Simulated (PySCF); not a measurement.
C4H5Br, SMILES C1C(=CC1)Br. Atoms are numbered in the order given.

```xyz
10

Br     0.0042    -1.3552     0.0000
C     -0.0619     0.5258     0.0000
C     -1.0740     1.4233     0.0000
C     -0.1055     2.5963     0.0000
C      1.0571     1.5409     0.0000
H     -2.1699     1.3455     0.0000
H     -0.1371     3.2420    -0.9033
H     -0.1371     3.2420     0.9033
H      1.7006     1.5427    -0.9039
H      1.7006     1.5427     0.9039
```

Geometry optimised at PBE-D3(BJ)/def2-SVP.

Method: PBE-D3(BJ)/def2-SVP in PySCF 2.14.0.

Frequencies are harmonic and unscaled.

```tsv
mode	ν (cm⁻¹)	IR (km/mol)	Raman (Å⁴/amu)	depolarisation	moving atoms (share of kinetic energy)
1	195	1.4	0.0	–	C 58 %, H 38 %
2	261	1.0	2.9	0.75	C 72 %, H 19 %, Br 9 %
3	376	6.9	8.9	0.32	C 54 %, Br 38 %, H 8 %
4	385	8.9	2.0	0.75	C 55 %, H 44 %
5	737	13.5	0.3	0.75	H 80 %, C 20 %
6	839	66.7	4.8	0.22	C 91 %, H 8 %
7	844	9.4	5.2	0.75	H 85 %, C 15 %
8	890	2.4	5.6	0.39	C 64 %, H 36 %
9	914	5.5	9.8	0.74	H 60 %, C 40 %
10	991	0.3	2.2	0.75	H 53 %, C 47 %
11	1043	1.5	7.4	0.75	H 86 %, C 14 %
12	1106	19.3	2.8	0.34	C 78 %, H 22 %
13	1111	0.1	7.4	0.75	H 86 %, C 14 %
14	1134	1.8	7.9	0.58	H 64 %, C 36 %
15	1167	8.1	10.2	0.12	H 63 %, C 37 %
16	1236	43.2	2.0	0.63	C 63 %, H 37 %
17	1385	1.3	30.1	0.74	H 93 %
18	1408	1.6	20.7	0.35	H 84 %, C 16 %
19	1607	45.3	24.8	0.12	C 93 %
20	2976	37.5	254.6	0.19	H 95 %
21	2994	21.3	173.8	0.08	H 95 %
22	3033	9.5	138.8	0.75	H 90 %, C 10 %
23	3054	13.8	100.4	0.75	H 90 %, C 10 %
24	3159	2.9	121.9	0.29	H 91 %, C 9 %
```
